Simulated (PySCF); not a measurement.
ScF2, SMILES [Sc+]([F])[F], charge +1. Atoms are numbered in the order given.

```xyz
3

Sc     0.0000     0.0000     0.4398
F      0.0000    -1.4755    -0.5131
F      0.0000     1.4755    -0.5131
```
Charge +1, spin multiplicity 1.

Coordinates come from a PBE0-D3(BJ)/def2-TZVP optimisation. The spin state was assumed, not searched. The isomer is the one that the SMILES or the coordinates give; other isomers of the formula were not compared.

Level of theory: TDDFT-PBE/def2-TZVPD (PySCF).

Vertical excitations. The molecule is in vacuum. State labels are in the subgroup C2v.

| state | symmetry | energy (eV) | λ (nm) | f | main pairs |
|---|---|---|---|---|---|
| S1 | B2 | 5.58 | 222 | 0.000 | HOMO→LUMO 100 % |
| S2 | A2 | 5.64 | 220 | 0.000 | HOMO→LUMO+1 100 % |
| S3 | B1 | 6.06 | 204 | 0.006 | HOMO−1→LUMO 91 % |
| S4 | A1 | 6.08 | 204 | 0.001 | HOMO−2→LUMO 60 %, HOMO−1→LUMO+1 40 % |
| S5 | B1 | 6.14 | 202 | 0.003 | HOMO−2→LUMO+1 92 % |
| S6 | A2 | 6.30 | 197 | 0.000 | HOMO−3→LUMO 98 % |
| S7 | B2 | 6.35 | 195 | 0.000 | HOMO−3→LUMO+1 64 %, HOMO→LUMO+2 34 % |
| S8 | A1 | 6.36 | 195 | 0.001 | HOMO−1→LUMO+1 51 %, HOMO−2→LUMO 34 % |
| S9 | B2 | 6.46 | 192 | 0.012 | HOMO→LUMO+2 54 %, HOMO−3→LUMO+1 21 %, HOMO−4→LUMO 17 % |
| S10 | B1 | 6.51 | 190 | 0.002 | HOMO→LUMO+3 98 % |
| T1 | B2 | 5.52 | 225 | 0 | HOMO→LUMO 100 % |
| T2 | A2 | 5.57 | 223 | 0 | HOMO→LUMO+1 100 % |
| T3 | A1 | 5.85 | 212 | 0 | HOMO−2→LUMO 51 %, HOMO−1→LUMO+1 44 % |
| T4 | B1 | 5.90 | 210 | 0 | HOMO−1→LUMO 62 %, HOMO−2→LUMO+1 37 % |
Triplets are in the Tamm–Dancoff approximation, which puts them higher than full response would, so one can lie above its singlet here.
